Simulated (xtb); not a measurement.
CHN, charge +1, doublet, from a rough starting geometry (a state made from the parent by changing its charge; the spin is typed, not shown lowest); GFN2-xTB in xtb.

xtb was given this input:
```
$ xtb mol.xyz --gfn 2 --chrg 1 --uhf 1 --opt vtight --json

# file mol.xyz
3

C      1.09489003     0.23839158    -0.01355609
N     -0.07451515    -0.01076717     0.04142383
H     -0.99650496    -0.20369259    -0.04005054
```

The log (banner, timings and long lists left out):

```
   ID    Z sym.   atoms
    1    6 C      1
    2    7 N      2
    3    1 H      3

           -------------------------------------------------
          |                Calculation Setup                |
           -------------------------------------------------

           -------------------------------------------------
          |                 G F N 2 - x T B                 |
           -------------------------------------------------

          ...................................................
          :                      SETUP                      :
          :.................................................:
          :  # basis functions                   9          :
          :  # atomic orbitals                   9          :
          :  # shells                            5          :
          :  # electrons                         9          :
          :  max. iterations                   250          :
          :  Hamiltonian                  GFN2-xTB          :
          :  restarted?                      false          :
          :  GBSA solvation                  false          :
          :  PC potential                    false          :
          :  electronic temp.          300.0000000     K    :
          :  accuracy                    1.0000000          :
          :  -> integral cutoff          0.2500000E+02      :
          :  -> integral neglect         0.1000000E-07      :
          :  -> SCF convergence          0.1000000E-05 Eh   :
          :  -> wf. convergence          0.1000000E-03 e    :
          :  Broyden damping             0.4000000          :
          :  net charge                          1          :
          :  unpaired electrons                  1          :
          ...................................................

 iter      E             dE          RMSdq      gap      omega  full diag
   1     -4.5884933 -0.458849E+01  0.134E+01    6.15       0.0  T
   2     -4.5044129  0.840804E-01  0.127E+01    4.28       1.0  T
   3     -4.9367228 -0.432310E+00  0.511E+00    4.75       1.0  T
   4     -4.7385451  0.198178E+00  0.746E+00    4.87       1.0  T
   5     -4.9381148 -0.199570E+00  0.110E+00    4.51       1.0  T
   6     -4.9416889 -0.357416E-02  0.303E-01    4.57       1.0  T
   7     -4.9414139  0.275016E-03  0.342E-01    4.55       1.0  T
   8     -4.9418558 -0.441853E-03  0.383E-02    4.57       1.5  T
   9     -4.9418575 -0.178845E-05  0.276E-02    4.57       2.1  T
[...]
         :: total energy              -4.838604718061 Eh    ::
 * total energy  :    -4.8386047 Eh     change       -0.1602274E-11 Eh
 * total energy  :    -4.8538375 Eh     change       -0.1523280E-01 Eh
 * total energy  :    -4.8546159 Eh     change       -0.7784293E-03 Eh
 * total energy  :    -4.8547406 Eh     change       -0.1246372E-03 Eh
 * total energy  :    -4.8547855 Eh     change       -0.4492891E-04 Eh
 * total energy  :    -4.8548491 Eh     change       -0.6355881E-04 Eh
 * total energy  :    -4.8549097 Eh     change       -0.6059957E-04 Eh
 * total energy  :    -4.8549413 Eh     change       -0.3160120E-04 Eh
 * total energy  :    -4.8549466 Eh     change       -0.5323924E-05 Eh
 * total energy  :    -4.8549467 Eh     change       -0.1321113E-06 Eh
 * total energy  :    -4.8549467 Eh     change       -0.1464746E-07 Eh
   *** GEOMETRY OPTIMIZATION CONVERGED AFTER 11 ITERATIONS ***
         :: total energy              -4.854946744480 Eh    ::
[...]
         4        2.0000           -0.8980738             -24.4378
         5        1.0000           -0.8011152             -21.7995 (HOMO)
         6                         -0.6098694             -16.5954 (LUMO)
         7                         -0.6098694             -16.5954
         8                         -0.3050456              -8.3007
         9                          0.7615323              20.7223
      -------------------------------------------------------------
                  HL-Gap            0.1912458 Eh            5.2041 eV
             Fermi-level           -0.7775434 Eh          -21.1580 eV

     #   Z          covCN         q      C6AA      α(0)
     1   6 C        0.911     0.359    26.450     8.607
     2   7 N        1.768     0.186    18.704     6.404
     3   1 H        0.858     0.454     0.392     0.981

 Mol. C6AA /au·bohr⁶  :        101.538387
 Mol. C8AA /au·bohr⁸  :       2506.396471
 Mol. α(0) /au        :         15.991626

Wiberg/Mayer (AO) data.
largest (>0.10) Wiberg bond orders for each atom

 ---------------------------------------------------------------------------
     #   Z sym  total        # sym  WBO       # sym  WBO       # sym  WBO
 ---------------------------------------------------------------------------
     1   6 C    3.084 --     2 N    3.017
     2   7 N    3.737 --     1 C    3.017     3 H    0.720
     3   1 H    0.788 --     2 N    0.720
 ---------------------------------------------------------------------------

Topologies differ in total number of bonds
Writing topology from bond orders to xtbtopo.mol

molecular dipole:
                 x           y           z       tot (Debye)
 q only:       -0.164      -0.023      -0.010
   full:        0.051       0.023      -0.007       0.142
molecular quadrupole (traceless):
                xx          xy          yy          xz          yz          zz
 q only:        3.189       1.031      -1.486       0.059       0.012      -1.703
  q+dip:        6.139       1.992      -2.859       0.110       0.023      -3.279
   full:        4.527       1.470      -2.109       0.081       0.017      -2.419

optimized geometry written to: xtbopt.xyz

           -------------------------------------------------
          | TOTAL ENERGY               -4.854946744480 Eh   |
          | GRADIENT NORM               0.000014346919 Eh/α |
          | HOMO-LUMO GAP               5.204063105195 eV   |
           -------------------------------------------------
```
